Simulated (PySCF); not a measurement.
Static polarisabilities and like-pair C6 coefficients by linear response at CAM-B3LYP/def2-SVPD (PySCF, frozen core in the response, non-relativistic, gas phase), PBE0-D3(BJ)/def2-SVP geometries, one conformer each; atomic units unless stated.

| label | species | α | C6 |
| --- | --- | --- | --- |
| P | `O=C1OC[C@@H]1C(F)F` | 52.7 | 1419 |
| Q | `FC(F)(F)C=C1C=C1` | 59.8 | 1553 |
| R | `C#C[Si@H](C#CC)O[SiH2]P` | 135.6 | 6430 |
| S | `FC(F)=C(F)c1ccco1` | 78.4 | 2412 |
| T | `c1cnc2ncccc2c1` | 105.3 | 3921 |

**Question.** Estimate the unlike-pair coefficients by the rule C6(AB) = 2·C6(AA)·C6(BB) / [C6(AA)·αB/αA + C6(BB)·αA/αB], and compare with the geometric mean, for PQ, PR, PS, PT, QS, QT, RS and ST.

**Answer.** 
```json
{"pair": "PQ", "combination rule": "1480", "geometric mean": "1485", "ratio": "0.997"}
{"pair": "PR", "combination rule": "2968", "geometric mean": "3021", "ratio": "0.982"}
{"pair": "PS", "combination rule": "1834", "geometric mean": "1850", "ratio": "0.991"}
{"pair": "PT", "combination rule": "2320", "geometric mean": "2359", "ratio": "0.983"}
{"pair": "QS", "combination rule": "1933", "geometric mean": "1935", "ratio": "0.999"}
{"pair": "QT", "combination rule": "2455", "geometric mean": "2468", "ratio": "0.995"}
{"pair": "RS", "combination rule": "3931", "geometric mean": "3938", "ratio": "0.998"}
{"pair": "ST", "combination rule": "3071", "geometric mean": "3075", "ratio": "0.999"}
```

The rule is exact for one-pole polarisabilities and never exceeds the geometric mean; the two meet where both partners have the same effective excitation energy. These unlike-pair values are estimates, not computed integrals.
